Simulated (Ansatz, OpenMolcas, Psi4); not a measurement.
# CH3In (SMILES C[In]): the HOMO–LUMO gap, rung by rung

The species is CH3In (5 atoms), meant as a singlet with charge 0. As SMILES, `C[In]`. Geometry: relaxed at PBE0-D4/def2-TZVP.

```xyz
5

C    -0.1828    0.0732   -0.0706
In    1.7728   -0.7095    0.6846
H    -0.9730   -0.0409    0.6802
H    -0.5026   -0.4605   -0.9728
H    -0.1145    1.1378   -0.3214
```

Quantity: the HOMO–LUMO gap, in eV. The values are calculated.

| level | kind | program | value (eV) |
| --- | --- | --- | --- |
| HF/def2-SVPD (core potential) | Hartree–Fock | OpenMolcas | 8.23 |
| SVWN5/def2-SVPD (core potential) | LDA | Ansatz | 2.35 |
| BLYP/def2-SVPD (core potential) | GGA | Ansatz | 2.29 |
| PBE/def2-SVPD (core potential) | GGA | OpenMolcas | 2.38 |
| TPSS/def2-SVPD (core potential) | meta-GGA | OpenMolcas | 2.53 |
| M06-2X/def2-SVPD (core potential) | hybrid meta-GGA | Psi4 | 5.44 |
| CAM-B3LYP/def2-SVPD (core potential) | range-separated hybrid | Ansatz | 5.99 |
| PBE-QIDH/def2-SVPD (core potential) | double hybrid | Ansatz | 6.64 |

The values span 2.29 to 8.23 eV. Orbital gaps aren't excitation energies, and those of double hybrids come from the SCF part alone; they tend to grow with the share of exact exchange.
